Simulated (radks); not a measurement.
Neutral calcium inside a hard spherical wall (all orbitals vanish at R), configuration held at [Ar] 4s2 and not refilled when levels cross. Method: non-relativistic Kohn-Sham, PBE, spin-unpolarised, spherical densities, point nucleus; computed with a radial shooting solver on a logarithmic mesh with Libxc functionals. Eigenvalues in eV, with the zero of energy where the potential of the charges vanishes at infinity; a dash marks a level that is unbound or too diffuse for the functional's potential to be trusted. A positive occupied level is held by the wall or, in an anion where self-interaction has pushed it up, behind a barrier. The pressure on the wall is -dE/dV.

R (bohr),E (hartree),kinetic (hartree),e(2p),e(3s),e(3p),e(4s),"e(3d, empty)","e(4p, empty)",pressure (GPa)
free,-677.34882,676.672,-334.46,-46.686,-28.059,-3.753,-2.069,-1.418,0
15,-677.34880,676.672,-334.45,-46.684,-28.056,-3.752,-2.066,-1.409,0.000172
10,-677.34642,676.692,-334.27,-46.511,-27.886,-3.626,-1.913,-1.138,0.0538
7,-677.30912,676.883,-333.02,-45.327,-26.720,-2.548,-0.854,0.572,1.75
5,-677.09117,677.655,-329.79,-42.440,-23.911,1.739,2.000,6.503,23.5
4,-676.62793,679.106,-325.78,-39.210,-20.780,9.357,5.670,16.123,116
3,-674.87008,684.581,-314.51,-31.434,-12.901,34.057,15.427,44.379,905
2.5,-672.05207,693.070,-300.10,-21.968,-2.771,67.973,27.580,80.393,3260
